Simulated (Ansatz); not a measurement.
`CCC([SiH3])Cl` → `CCCCl` + `[SiH2]` at 500 K and 1 bar (silylene formation by 1,1-elimination).

Computed with Ansatz on PBE0-D4/def2-TZVP structures; ΔE is electronic, products minus reactants. CBS: MP2 limit from def2 TZ/QZ plus the TZ coupled-cluster correction, frozen cores. This one scheme is used for every species. One conformer a species, not always the lowest.

| species | CCSD(T)/CBS energy (Eh) | H − E (kJ/mol) | S (J/(mol·K)) |
| --- | --- | --- | --- |
| `CCC([SiH3])Cl` | -868.43348 | 340.2 | 431.6 |
| `CCCCl` | -578.15785 | 286.9 | 356.3 |
| `[SiH2]` | -290.19011 | 48.0 | 226.5 |

H − E and S are ideal-gas, rigid-rotor, harmonic terms from PBE0-D4/def2-TZVP, for one conformer and one mirror image of each species. 1 Eh = 2625.50 kJ/mol, R = 8.31446 J/(mol·K).

Question: By hand: ΔE, ΔH, ΔS and ΔG.

Answer: ΔE = (-578.15785) + (-290.19011) − (-868.43348) = 0.08552 Eh = 224.5 kJ/mol. Δ(H − E) = 286.9 + 48.0 − 340.2 = -5.3, so ΔH = 219.2 kJ/mol. ΔS = 356.3 + 226.5 − 431.6 = 151.2 J/(mol·K). ΔG = 219.2 − 500 × (151.2)/1000 = 143.6 kJ/mol.

Question: By hand: the equilibrium constant, and the temperature at which ΔG would vanish if ΔH and ΔS stayed fixed.

Answer: log₁₀ K = −ΔG/(RT ln 10) = -15.0. ΔG = 0 at ΔH/ΔS = 1450 K.

The number of gas molecules changes by +1, which sets the sign of ΔS. A doubt of 5 kJ/mol in ΔE shifts log₁₀ K by 0.5 here. Other conformers and mirror images would add mixing entropy, several J/(mol·K) or more a flexible species. These are equilibria of isolated gas molecules and say nothing of rates. Largest T1 diagnostic: 0.014 (customary marks: 0.02 for closed shells, 0.045 for open ones).
